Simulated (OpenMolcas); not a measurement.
Pt6+ among 5 point charges of -2 e arranged as a trigonal bipyramid (D3h). The axial distance is 1.04 times the equatorial one, R.

- Program: OpenMolcas
- Method: CASSCF
- Basis: ANO-RCC-VDZP [7s6p4d2f]
- Scalar Hamiltonian: DKH2, point nucleus
- Active space: 4 electrons in 5 orbitals (5d)
- State averaging: 2S+1 = 5 even, 5 roots; 2S+1 = 3 even, 45 roots; 2S+1 = 1 even, 50 roots
- Spin-orbit coupling: RASSI with atomic mean-field integrals over the reference wave functions

All point charges move together. At R = 1.85 Å the first state of the same spin is 6800 cm-1, and at R = 2.03 Å it is 4695 cm-1.

Task: A third run gives 7943 cm-1. What distance was it run at?

Result: With a power law R^-n the two known points give n = -ln(4695 / 6800) / ln(2.03 / 1.85) = 3.99. Then R = 1.85 × (6800 / 7943)^(1/3.99) = 1.779 Å. The run was at 1.78 Å, so the estimate is off by -0.001 Å.

Without dynamic correlation the repulsion within the d shell is too large (B by tens of per cent), so at a given field states of lower spin stand too high. Point charges give a weaker field than real ligands, and real ions of this kind are as a rule low spin; the high spin found here belongs to the model. Spin-orbit coupling mixes the spin-free states strongly: the lowest level takes only 26 % from its leading state, 5A1 (figures for R = 1.78; the like holds for R = 1.85, R = 2.03). This is an electrostatic model: the charges have no orbitals. No measured value stands beside these numbers.
